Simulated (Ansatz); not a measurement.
A nudged elastic band was laid between two geometries of CH5BO + H2O (11 atoms, charge 0, multiplicity 1).

Level of theory: RHF/def2-SVP (Ansatz 0.2.0).

```yaml
movable_images: 5
climbing_image: yes
spring: 5.0 eV/Å²
optimiser: quadratic models (default)
start_path: through a guess of the saddle point
force_threshold: 0.03 eV/Å
iteration_limit: 60
end_points: relaxed
```

First end point:

```xyz
11
Properties=species:S:1:pos:R:3
B -0.029 0.169 0.313
C -0.055 0.642 1.821
H -1.052 0.669 2.271
H 0.572 -0.027 2.418
H 0.387 1.639 1.909
H 1.001 0.122 -0.304
O -1.143 -0.175 -0.377
H -1.943 -0.103 0.119
O 0.146 -2.891 0.411
H -0.185 -2.487 -0.378
H -0.611 -3.271 0.829
```

Last end point:

```xyz
11
Properties=species:S:1:pos:R:3
B 0.119 -0.855 -1.124
C -0.183 -0.014 2.820
H -1.093 -0.186 3.396
H 0.584 0.403 3.473
H -0.386 0.687 2.010
H 1.124 -0.664 -1.742
O -0.788 0.147 -1.061
H -1.578 -0.017 -0.570
O -0.042 -2.060 -0.529
H -0.841 -2.196 -0.045
H 0.173 -0.957 2.404
```

Task: Which bonds break or form, and what moves?

Result: Bonds broken: B1–C2, O9–H11. Bonds formed: B1–O9, C2–H11. CH5BO + H2O becomes BH3O2 + CH4.

Task: What energy profile does the band end with?

Result: The forces met the threshold. The highest image is number 3 of 0 to 6, 2.25 eV above the first end and 3.65 eV above the last; the last end lies 1.40 eV below the first. Neighbouring images differ by up to 3.2 eV, so the band resolves the path poorly. A vibrational analysis at the climbing image gives one clearly imaginary mode, 1923i cm⁻¹: a first-order saddle point. The orbitals stay closed-shell, which can raise the energy where a bond breaks towards radicals; this wasn't checked here.

```
image  path coordinate (Å)  energy (eV)  B1–C2 (Å)  O9–H11 (Å)  B1–O9 (Å)
    0                 0.00         0.00       1.58        0.95       3.07
    1                 1.08         0.02       1.58        0.95       2.77
    2                 2.17         0.27       1.60        0.95       2.28
    3                 3.25         2.25       1.85        1.19       1.58
    4                 4.47        -0.99       2.77        2.12       1.36
    5                 5.70        -1.37       3.53        2.82       1.35
    6                 6.92        -1.40       4.04        3.14       1.35
```

Task: What is the geometry of the highest image?

Result: 
```xyz
11
Properties=species:S:1:pos:R:3
B 0.044 -0.434 0.075
C -0.112 -0.012 1.874
H -1.065 -0.166 2.390
H 0.708 -0.197 2.572
H -0.060 1.041 1.602
H 1.095 -0.006 -0.302
O -1.092 -0.048 -0.615
H -1.917 -0.172 -0.176
O 0.141 -1.991 0.326
H -0.627 -2.450 0.014
H -0.027 -1.279 1.271
```

Run time: 2.2 min on 1 thread of Arm Neoverse V2, on a shared host, peak memory 0.15 GiB.
